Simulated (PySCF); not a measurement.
## Static response to an electric field

Species: (H2Ga-mu-AsH2)3.
Structure used (PBE0-D3(BJ)/def2-SVP), in Å, numbered top down from 1:
```xyz
18
As3Ga3H12 angstrom
Ga    -2.1423    1.5228   -0.1746
H     -2.8872    2.1282    1.0651
H     -2.5298    1.7497   -1.6763
As     0.2905    2.0922    0.0424
Ga     2.2254    0.9378   -1.0430
H      2.0142    1.0500   -2.5919
H      3.5312    1.3281   -0.2687
As     1.6427   -1.4056   -0.3561
Ga    -0.0465   -2.0554    1.3752
H      0.2714   -1.1868    2.6430
H     -0.2384   -3.6100    1.3575
As    -1.9823   -0.9486    0.2419
H      0.4106    3.5579   -0.3040
H      0.5983    2.2093    1.5159
H      1.3205   -2.1859   -1.6089
H      2.9314   -2.1133   -0.0126
H     -2.2146   -1.6726   -1.0634
H     -3.2515   -1.3807    0.9360
```

Level: B3LYP/def2-SVPD (PySCF), static field, nuclei fixed, core orbitals frozen in the response. The polarisability tensor in these axes (au):

```
x   223.07  -3.52 -12.20
y    -3.52 216.86 -14.78
z   -12.20 -14.78 171.19
```

Question: Give the principal values, the mean and the anisotropy Δα = √{½[(α1 − α2)² + (α2 − α3)² + (α1 − α3)²]}.

Answer: Principal values 164.09, 221.22 and 225.81 au; mean 203.71 au = 30.19 Å³ = 33.59 × 10⁻⁴⁰ C²·m²/J; Δα = 59.55 au (29 % of the mean).

Question: What is the dipole moment, and where does it point?

Answer: (-0.10, -0.70, -0.18) D, 0.73 D in size, pointing from the negative to the positive side. Measured along this direction, the outermost atoms are H13 at the negative end and H11 at the positive end.

Question: In a dilute gas of rigid molecules at 350 K, how does the orientational term μ²/3kT compare with the electronic polarisability?

Answer: In Gaussian units μ²/3kT = 3.66 Å³ against 30.19 Å³, a ratio of 0.12; the Debye molar polarisation (4π/3)N_A(α + μ²/3kT) is 85.4 cm³/mol, leaving out the vibrational part.

Question: Rayleigh depolarisation ratio (linearly polarised light, static tensor)?

Answer: ρ = 3Δα²/(45ᾱ² + 4Δα²) = 10639.9/(1867386 + 14186.6) = 0.00565.

Question: Find the Langevin capture rate constant for O2+ (31.990 u) meeting this molecule (443.635 u), k = 2.342 × 10⁻⁹ cm³/s × √(α in Å³ / reduced mass in u).

Answer: The reduced mass is 29.84 u, so k = 2.36 × 10⁻⁹ cm³/s. The formula leaves out the permanent dipole, which adds to the capture rate.

Question: Along which axes do the principal values lie, and how far do the nuclei extend along each?

Answer: Largest value along (0.98, -0.04, -0.21), where the nuclei span 6.76 Å; middle along (-0.02, 0.96, -0.28), 7.33 Å; least along (0.21, 0.28, 0.94), 4.13 Å. The strongest response doesn't lie along the longest of the three spans.

Question: Traceless (Buckingham) quadrupole moment about the centre of nuclear charge: eigenvalues?

Answer: -7.19, -0.51, 7.71 D·Å. The values depend on the origin, since the dipole doesn't vanish. The electronic extent ⟨r²⟩ about the same centre is 4640 bohr², a root-mean-square distance of 2.52 Å for the 204 electrons.

Isolated species at its PBE0-D3(BJ)/def2-SVP geometry (one conformer only). The calculation is non-relativistic, for gallium and arsenic too.
